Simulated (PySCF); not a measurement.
**UHF on Ni (nickel, neutral)**

Configuration: [Ar] 3d8 4s1 5s1, high-spin 5F determinant (an excited configuration). Computed with PySCF 2.14 in aug-cc-pVDZ-DK (7s6p4d2f, 59 functions), with scalar relativity by spin-free X2C-1e.

* Total energy: -1518.926143 hartree
* One-electron energy: -2103.8877 hartree
* Hartree (Coulomb) energy: 647.3373 hartree
* Exchange energy: -62.3757 hartree
* ⟨S²⟩: 6.0016
* ⟨L²⟩: 12.024
* Sum of ⟨r⟩: 26.53 bohr
* Sum of ⟨r²⟩: 96.11 bohr²
* Langevin diamagnetic susceptibility: -76.1 ×10⁻⁶ cm³/mol

```tsv
shell	electrons	mean orbital energy (eV)	spread (eV)	rms radius, mean of both spins (bohr)
1s α	1	-8407.0	0	0.0624
1s β	1	-8406.9	0	0.0624
2s α	1	-1056.8	0	0.265
2s β	1	-1054.7	0	0.265
2p α	3	-906.01	0	0.238
2p β	3	-904.00	0	0.238
3s α	1	-144.01	0	0.795
3s β	1	-138.34	0	0.795
3p α	3	-98.225	0	0.848
3p β	3	-91.748	0	0.848
3d α	5	-24.957	1.464	1.10
3d β	3	-22.307	0	1.10
4s α	1	-12.624	0	2.83
5s α	1	-2.497	0	8.51
```

The outer electron is Rydberg-like, and this basis confines it to a smaller radius and binds it less than a complete one would.

Densities and radii are taken from the X2C orbitals without a picture-change correction, which distorts them close to the nucleus.

Spin-orbit constants ζ (cm⁻¹) from the X2C one-electron operator on these orbitals: bare nucleus, nucleus screened by l(l+1)(2l+1)/3 electrons, and screened by the Breit-Pauli mean field of the electrons.

```csv
shell,bare,screened nucleus,mean field
2p,98590,91550,88380
3p,12190,11320,10850
3d,1166,749.6,680.8
```

To first order the Landé constant is A = -170.2 cm⁻¹, so the lowest level has J = 5 and lies 0.127 eV below the centre of the term. This holds in LS coupling only.
